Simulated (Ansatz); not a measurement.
A single point on AsBF3H3.

```yaml
crystal:
  periodic: [false, false, false]
  atoms:
    - {symbol: F, position_ang: [0.551969, -1.549248, 1.621633]}
    - {symbol: B, position_ang: [1.065479, -1.465777, 0.413780]}
    - {symbol: F, position_ang: [0.557575, -2.183180, -0.564395]}
    - {symbol: F, position_ang: [2.174677, -0.786451, 0.219648]}
    - {symbol: As, position_ang: [-0.713535, 0.996670, -0.299254]}
    - {symbol: H, position_ang: [-0.639297, 2.304094, 0.466227]}
    - {symbol: H, position_ang: [-0.675549, 1.677648, -1.654125]}
    - {symbol: H, position_ang: [-2.229119, 0.949244, -0.259316]}
basis:
  gaussian: {orbitals: def2-QZVPP}
correlation: {method: mp2}
```

```sh
$ ansatz run in.yaml --threads 4 --pin off --events-out ev --progress --plain
```

Output, abridged:

```
Functional definition: HF
2543 factors; integrals over basis functions are off by at most 1.0e-3 eV
mean field evaluation 1: about -69640.1402 eV, gradient 4.0e1 eV
mean field evaluation 2: about -69640.2178 eV, gradient 4.0e1 eV
mean field evaluation 4: about -69643.0370 eV, gradient 2.7e0 eV
mean field evaluation 8: about -69643.0728 eV, gradient 1.8e-1 eV
mean field -69643.07301470 eV, -2559.3357275199 hartree, gradient 1.2e-6 eV, S^2 0.000000; 0 other end points of the search recorded, 0 dependent functions left out
13 core orbitals not correlated: weight in the atoms' cores, before any rotation towards them, 1.000 or more for the frozen orbitals, at most 0.000 for the correlated occupied ones
reference -69643.07301470 eV, -2559.3357275199 hartree; 21, 21 occupied and 373, 373 virtual orbitals, 2543 factors
second order -40.46958060 eV of doubles, -0.00000000 eV of singles
Total energy: -69683.54259530 eV, -2560.8229571756 hartree
```

Run time 20 s (4 threads of a server CPU on a shared host); peak host memory 1.8 GiB.
